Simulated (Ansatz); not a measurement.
Basis-set extrapolation for `OB(F)N[SiH3]` (PBE0-D4/def2-TZVP geometry, frozen core, Ansatz). Multiplicity 1, RHF reference.

```tsv
	def2-TZVPP	def2-QZVPP
HF	-545.602566	-545.623808
MP2 correlation	-0.914905	-0.989852
CCSD(T) correlation	-0.978266	not run
```

Energies in hartree. Use E(X) = E(∞) + A·exp(−7.88·√X) for Hartree–Fock and E(X) = E(∞) + B·X^(−2.97) for correlation, with X = 3 and 4, and add CCSD(T) minus MP2 of the smaller set to the MP2 limit.

Problem. What is the CCSD(T) energy at the basis-set limit?

Solution. HF limit: -545.623808 + (-0.021242) × 0.13774 = -545.62673. MP2 limit: -0.989852 + (-0.074947) × 0.74074 = -1.04537. Higher-order term: -0.978266 − (-0.914905) = -0.06336. Total: -546.73546 hartree, 406.0 kJ/mol below CCSD(T)/def2-TZVPP.
